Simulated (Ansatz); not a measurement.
A structure relaxed at PBE0-D4/def2-SVP in Ansatz, charge 0, singlet:

```xyz
13

B     0.6168    1.3485    0.2634
B    -0.9746    0.5481   -0.4128
B    -0.6686   -1.0320    0.3250
B    -0.0465   -0.9242   -1.1883
B     1.0236   -0.5116    0.3332
B    -0.2701    0.3335    1.1973
S     0.8844    0.6581   -1.4343
H     1.1035    2.4199    0.4817
H    -1.8644    1.1481   -0.9455
H    -1.3000   -1.9999    0.6413
H    -0.0886   -1.6647   -2.1275
H     2.1145   -0.9620    0.5400
H    -0.5301    0.6382    2.3264
```

Question: Give its formula, name or SMILES and point group.

Answer: closo-2-SB6 (no H on S) (B₆H₆S). Point group C2v (tolerance 0.1 Å).

Question: Summarise the bond lengths by kind (pairs closer than 1.2 times the sum of covalent radii, bridged metal pairs left out).

Answer: 11 × B–B 1.64 to 1.91 Å; 4 × B–S 1.85 to 2.12 Å; 6 × B–H 1.20 Å.
